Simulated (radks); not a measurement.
Question: Method: scalar-relativistic Kohn-Sham, LDA (Slater exchange, VWN5 correlation), spin-unpolarised, spherical densities, finite nucleus; Fermi nuclear charge, rms radius of each element as measured or else 0.836 A^(1/3) + 0.57 fm; computed with a radial shooting solver on a logarithmic mesh with Libxc functionals. Response by self-consistent Sternheimer equations with the Hartree and adiabatic LDA kernel, the relativistic mass of each level held fixed and spin-orbit coupling left out. For heavy and open-shell atoms this level of theory can miss by tens of per cent. Rank Ta2+, Ta+, Ta6+, Ta3+, Ta4+, Ta, Ta5+ (NIST ground configurations) by static dipole polarisability, largest first.

Answer: Ta 77.92, Ta+ 40.21, Ta2+ 15.17, Ta3+ 7.469, Ta4+ 4.157, Ta5+ 2.530, Ta6+ 2.115 bohr^3.
